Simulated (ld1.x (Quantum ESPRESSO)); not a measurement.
iron ultrasoft: all-electron and pseudo phase curves

| Item | Value |
| --- | --- |
| Element | Fe (Z = 26) |
| Generator | ld1.x (Quantum ESPRESSO) 7.5 |
| Type | ultrasoft |
| Functional | PW91 |
| Relativity | scalar-relativistic |
| Frozen core | [Ar] |
| Valence charge | 8 |
| Reference configuration | 3d6 4s1.75 4p0 (charge +0.25) |
| Partial waves | 4s (bound): rcut 2.30, rcutus 2.40 bohr; 4s channel at 0.35 Ry: rcut 2.30, rcutus 2.40 bohr; 4p (bound, empty): rcut 3.00, rcutus 3.25 bohr; 4p channel at 0.7 Ry: rcut 3.00, rcutus 3.25 bohr; 3d (bound): rcut 1.50, rcutus 1.90 bohr; 3d channel at 0.65 Ry: rcut 1.50, rcutus 1.90 bohr |
| Local potential | all-electron potential smoothed inside 1.85 bohr (lloc = -2) |
| Core correction | Bessel-smoothed model core inside 1.50 bohr |
| Augmentation charge | PSQ, inside the norm-conserving radii |

The phase is arctan(r·u′/u) with u = r·R(r), unwrapped; energies in Ry, scanned from -3 to 5 Ry. A pole is an energy at which the radial function vanishes at the test radius. The pseudo phase is shifted by a multiple of π to meet the all-electron one at the reference energy, and phase errors are pseudo minus all-electron; the curves can meet again beyond the range given. Levels narrower than the energy grid can be missing from the lists of poles.

Task: For each channel, where are the poles, and over which energies does the pseudopotential scatter like the atom?

Result:

```csv
channel,radius (bohr),reference energy (Ry),"poles, all-electron","poles, pseudo",unbroken range about the reference energy with phases within 0.05 rad,phase error 1 Ry above the reference energy (rad)
s,3.57,-0.52,"-0.04, 3.77","-0.04, 3.65",below 4.5,-0.000
p,3.57,-0.20,"0.61, 4.50","0.61, 3.88",below 2.0,-0.000
d,3.57,-0.70,"-0.68, 1.80","-0.68, 1.81",below 3.4,+0.000
```

Phases in the d channel:

```csv
E (Ry),all-electron,pseudo
-3.00,1.409,1.409
-2.52,1.394,1.394
-2.04,1.374,1.374
-1.56,1.344,1.344
-1.08,1.288,1.288
-0.60,-1.780,-1.780
-0.12,-2.001,-2.001
0.36,-2.552,-2.552
0.84,-4.165,-4.165
1.32,-4.575,-4.575
1.80,-4.711,-4.711
2.28,-4.804,-4.804
2.76,-4.921,-4.919
3.24,-5.243,-5.223
3.72,-7.017,-6.941
4.20,-7.608,-7.592
4.68,-7.740,-7.731
```
